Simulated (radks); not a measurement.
Q: Isoelectronic series with 2 electrons, each ion in its NIST ground configuration. Calculated with a radial shooting solver on a logarithmic mesh with Libxc functionals: scalar-relativistic Kohn-Sham, PBE, spin-polarised, spherical densities, finite nucleus; Fermi nuclear charge, rms radius of each element as measured or else 0.836 A^(1/3) + 0.57 fm. Total energies (hartree) and mean radii <r> (bohr):

ion    configuration  E (hartree)       1s
Sr36+           [He]  -1448.12953  0.03887
Nb39+           [He]  -1693.55030  0.03584
Ru42+           [He]  -1959.65569  0.03321
Ag45+           [He]  -2246.91653  0.03091
Sn48+           [He]  -2555.84837  0.02887
I51+            [He]  -2887.02977  0.02706
Ba54+           [He]   -3241.1018  0.02543
Pr57+           [He]   -3618.7798  0.02396
Sm60+           [He]   -4020.8237  0.02262
Er66+           [He]   -4901.7176  0.02026
Lu69+           [He]   -5382.5969  0.01922
W72+            [He]   -5892.0888  0.01826
Ir75+           [He]   -6431.4793  0.01736
Hg78+           [He]   -7002.2927  0.01651
Bi81+           [He]   -7606.2723  0.01572

Estimate the row of Tb63+ ([He]).

A: E (hartree) -4448.1794; 1s 0.02139.
